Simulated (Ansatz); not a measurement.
`CCOB(F)F` + H₂ → `CCOBF` + H–F  (hydrogenolysis of a B–F bond)

Computed with Ansatz on PBE0-D4/def2-TZVP structures; ΔE is electronic, products minus reactants. CCSD(T)/CBS is the MP2 limit (def2-TZVPP, def2-QZVPP) plus CCSD(T) − MP2 in def2-TZVPP, frozen cores. This one scheme is used for every species. DFT in def2-TZVPP. Each species was taken in one conformer, which may not be the lowest.

```tsv
level	ΔE (eV)
r2SCAN-D4	1.32
r2SCANh	1.31
CCSD/def2-SVP	1.39
SCS-MP2/def2-TZVPP	1.21
```

(1) What does CCSD(T)/CBS give? (Estimate.)

(2) What do rigid-rotor, harmonic-oscillator terms from PBE0-D4/def2-TZVP frequencies (298.15 K, 1 bar) make of the CCSD(T)/CBS value? (An estimate is asked.)

Largest T1 diagnostic among the species: 0.012.

## Answers

(1) The calculation gave: +1.18 eV. The listed levels differ from it by 0.14, 0.13, 0.21, 0.03 eV.

(2) The calculation gave: ΔZPE = +0.13 eV, ΔH = +1.30 eV, ΔS = 22 J/(mol·K), ΔG = +1.23 eV. Modes under 50 cm⁻¹ make the entropy rough.

The D4 term adds +0.03 eV with B3LYP and +0.02 eV with PBE0; it sums over pairs of atoms, weighted by their polarisabilities, and B3LYP, whose exchange is more repulsive, gets the larger term. Leaving LDA and LC-ωPBE aside and taking each functional with its dispersion term where it has one, the values, not all of them listed here, spread over 0.14 eV, from PBE-D4 to B97M-V. LDA lies +0.08 eV from PBE without D4.

B3LYP here is the variant with VWN-RPA as its local correlation; programs differ in this.
